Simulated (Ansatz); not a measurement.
A cut through the energy surface

InH2SO, doublet, at its PBE0-D4/def2-TZVP minimum:

```csv
atom,x (Å),y (Å),z (Å)
O1,0.7223,-1.0679,0.9319
S2,-0.4666,-0.4482,1.7719
In3,-0.0957,0.3606,-0.5806
H4,-1.0660,-0.5688,-1.6112
H5,0.9060,1.7242,-0.5120
```

The angle H5–In3–H4 (143.7° at the minimum) is set to the values below, H5, with anything bonded beyond it, turning rigidly in the plane of the angle. Each method's energies count from its own value at the PBE0-D4 minimum structure. Program: Ansatz 0.2.0. Basis: def2-TZVPP. Cores are frozen in the correlated methods; orbitals are unrestricted. Filled d shells of the heavier atoms are correlated. Core potentials replace the inner electrons of the atoms past krypton. The def2 sets are not built for correlating such inner shells, so the correlated values are less sure here. B3LYP uses VWN-RPA correlation.

CCSD(T) energies along the scan:
```tsv
angle (°)	CCSD(T) (kcal/mol)
113.7	7.02
121.2	3.90
128.7	1.69
136.2	0.38
143.7	0.00
151.2	0.63
158.7	2.38
166.2	5.42
173.7	9.98
```
They count from the CCSD(T) energy at the PBE0-D4 minimum.

Minimum and curvature along this coordinate at CCSD(T): A fifth-order fit through the nearest points gives 142.9°, with a curvature of about 0.76 meV/deg².

Largest difference from the CCSD(T) curve over the scan: PBE-D4 1.89; r2SCAN-D4 0.99; B3LYP-D4 0.50; wB97M-V 0.26 kcal/mol. Each curve counts from its own value at the minimum.

T1 diagnostic: at most 0.022. ⟨S²⟩ of the unrestricted Hartree–Fock references: 0.78 (a pure state has 0.75).

For scale, one of the runs: CCSD(T)/def2-TZVPP, 151 basis functions, launched by `ansatz run in.yaml --threads 2 --pin off --events-out ev --progress --plain --max-ram 4352MiB`. The run took 4.3 min on 2 CPU threads of an Arm Neoverse N1 (shared host), with 2.6 GiB of host memory at its peak.
